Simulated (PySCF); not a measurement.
**How methods differ on the ionisation energy of F²⁺**

F²⁺ [He] 2s2 2p3 [2p1/2^2 2p3/2^1, M_J = 3/2] → F³⁺ [He] 2s2 2p2 [2p1/2^2, M_J = 0], as a difference of total energies. All numbers are calculated (PySCF 2.14, the two-component X2C-1e Hamiltonian, in an even-tempered Gaussian basis (19 s from 0.12 bohr⁻², ratio 2.4; 12 p from 0.16 bohr⁻², ratio 2.4; 6 d from 1.6 bohr⁻², ratio 2.6; 5 f from 2.3 bohr⁻², ratio 2.6)). Correlated levels: nothing frozen; the 30 highest virtual spinors dropped. "Screened" scales the spin-orbit matrix elements by Boettger's factors to mimic the two-electron term; Breit and QED terms are absent.

| method | ionisation energy (eV) |
| --- | --- |
| GHF (spin-free) | 62.333 |
| GMP2 (spin-free) | 62.889 |
| GHF (screened spin-orbit) | 62.303 |
| GMP2 (screened spin-orbit) | 62.858 |

Question: How much does correlation contribute at GMP2 (screened spin-orbit)?

Answer: 62.858 − (62.303) = 0.555 eV, measured against GHF (screened spin-orbit).

The labels give the starting determinants; with spin-orbit coupling the two ends relaxed to ⟨J²⟩ = 3.75, ⟨L²⟩ = 0.00, ⟨S²⟩ = 3.75 and ⟨J²⟩ = 1.97, ⟨L²⟩ = 2.00, ⟨S²⟩ = 2.00.

The determinant of F³⁺ mixes levels of different J (the jj label is only the starting occupation), so the difference between spin-free and spin-orbit rows is not the physical spin-orbit shift.

For comparison: 62.708 eV (semi-empirical (NIST evaluation); NIST Atomic Spectra Database, ionization energies).
